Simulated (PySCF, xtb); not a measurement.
FH5O3Si2, SMILES [SiH2]([Si](O)(O)O)F.

GFN2-xTB (xtb) at its own geometry gives an orbital gap of 4.95 eV and a dipole moment of 2.25 D.

Geometry optimised at r2SCAN-D4/def2-SVP. This is a generated structure with no PubChem entry under its InChIKey; it may be hypothetical. Other conformers were not sampled.

### Question
What does PBE/def2-TZVP run with PySCF give? (Estimate from the structure and the level; the computed values follow.)

### Answer
gap 5.39 eV (levels -6.80 and -1.40 eV), dipole 1.83 D.
